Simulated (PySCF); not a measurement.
## Electronic absorption of C7H10O

Compound: C₇H₁₀O.
InChI=1S/C7H10O/c1-2-6-4-3-5-7(6)8/h3,5-6H,2,4H2,1H3/t6-/m1/s1

Method: TDDFT wB97X-D/def2-SVPD, vertical, gas phase, core orbitals frozen in the response in PySCF 2.14.0, density-fitted response routines. The structure is a single GFN2-xTB conformer in the gas phase; no vibrational or solvent corrections. Torsions of this conformer, `[CH3:1][CH2:2][C@@H:3]1[CH2:4][CH:5]=[CH:6][C:7]1=[O:8]`: C1–C2–C3–C4 -174°.

Q: Predict the UV-vis stick spectrum at this level.

A: 

```json
{"state": "S1", "E (eV)": "3.90", "ν̃ (cm⁻¹)": "31450", "f": "0.0006", "main configurations (H = HOMO, L = LUMO)": "H→L (94%)"}
{"state": "S2", "E (eV)": "6.20", "ν̃ (cm⁻¹)": "49980", "f": "0.278", "main configurations (H = HOMO, L = LUMO)": "H-1→L (95%)"}
{"state": "S3", "E (eV)": "6.92", "ν̃ (cm⁻¹)": "55810", "f": "0.0006", "main configurations (H = HOMO, L = LUMO)": "H→L+2 (35%), H→L+5 (24%), H→L+3 (14%)"}
{"state": "S4", "E (eV)": "7.21", "ν̃ (cm⁻¹)": "58160", "f": "0.0086", "main configurations (H = HOMO, L = LUMO)": "H-2→L (57%), H-3→L (30%)"}
{"state": "S5", "E (eV)": "7.54", "ν̃ (cm⁻¹)": "60790", "f": "0.025", "main configurations (H = HOMO, L = LUMO)": "H→L+1 (46%), H→L+5 (10%), H→L+4 (10%)"}
{"state": "S6", "E (eV)": "7.58", "ν̃ (cm⁻¹)": "61130", "f": "0.020", "main configurations (H = HOMO, L = LUMO)": "H-3→L (44%), H-2→L (32%)"}
{"state": "S7", "E (eV)": "7.84", "ν̃ (cm⁻¹)": "63250", "f": "0.0065", "main configurations (H = HOMO, L = LUMO)": "H-6→L (62%), H-4→L (21%)"}
{"state": "S8", "E (eV)": "7.96", "ν̃ (cm⁻¹)": "64170", "f": "0.017", "main configurations (H = HOMO, L = LUMO)": "H-1→L+1 (78%)"}
```

Triplets (Tamm–Dancoff): T1 3.48 eV, H→L (91%); T2 3.95 eV, H-1→L (93%); T3 6.15 eV, H-5→L (17%), H-7→L (14%), H-2→L (13%).

The lowest singlet comes at 318 nm (376 kJ/mol) in the ultraviolet; it is very weak; its leading configuration is HOMO→LUMO (94%). The most intense listed level is S2 at 6.20 eV (200 nm, f = 0.278), 2.30 eV above S1. Löwdin shares by element: HOMO oxygen 55%, carbon 32% or more; LUMO carbon 64% or more, oxygen 19% (atoms not listed hold the other 17%). Of the 8 states listed, 4 reach f = 0.01 and none stays under 0.0005. Orbital energies (eV): HOMO-3 -11.48, HOMO-2 -11.31, HOMO-1 -9.81, HOMO -8.91, LUMO 0.39, LUMO+1 2.34, LUMO+2 2.70. The oscillator strengths of these states sum to 0.356; summed over the whole spectrum of an exact calculation they would give the number of electrons, 60 (Thomas–Reiche–Kuhn). Only the lowest 8 singlets were computed, as vertical energies without vibronic structure.

Time: 55 s; peak memory 1.1 GiB. Hardware: an Arm Neoverse V1 with one thread, shared host with 32 logical CPUs at a one-minute load of 16.
